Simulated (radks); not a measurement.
All-electron atom: Mo III in [Kr] 4d4. All-electron calculation, Dirac Kohn-Sham, XLYP, spin-unpolarised, spherical densities, finite nucleus; open shells fill j = l - 1/2 first; Fermi nuclear charge, rms radius 4.4091 fm. Program: a radial shooting solver on a logarithmic mesh with Libxc functionals.

Unscreened Slater integrals over Kohn-Sham orbitals (cm^-1). Large and small components are both included. Empty in this configuration: 4d5/2.

F0(4d3/2,4d3/2): 115060
F2(4d3/2,4d3/2): 57081
F0(4d3/2,4p3/2): 132270
F2(4d3/2,4p3/2): 63611
G1(4d3/2,4p3/2): 78772
G3(4d3/2,4p3/2): 47809
F0(4d3/2,4p1/2): 133340
G1(4d3/2,4p1/2): 77821
F0(4d3/2,4s1/2): 137050
G2(4d3/2,4s1/2): 55542
F0(4d3/2,4d5/2): 114530
F2(4d3/2,4d5/2): 56809
G2(4d3/2,4d5/2): 56793
G4(4d3/2,4d5/2): 36852
F0(4p3/2,4p3/2): 159800
F2(4p3/2,4p3/2): 83860
F0(4p3/2,4p1/2): 161740
G2(4p3/2,4p1/2): 84721
F0(4p3/2,4s1/2): 168470
G1(4p3/2,4s1/2): 113590
F0(4p3/2,4d5/2): 131460
F2(4p3/2,4d5/2): 62979
G1(4p3/2,4d5/2): 77746
G3(4p3/2,4d5/2): 47176
F0(4p1/2,4p1/2): 163770
F0(4p1/2,4s1/2): 170810
G1(4p1/2,4s1/2): 116170
F0(4p1/2,4d5/2): 132500
G3(4p1/2,4d5/2): 46535
F0(4s1/2,4s1/2): 178930
F0(4s1/2,4d5/2): 136130
G2(4s1/2,4d5/2): 54588
F0(4d5/2,4d5/2): 114000
F2(4d5/2,4d5/2): 56548
F4(4d5/2,4d5/2): 36690
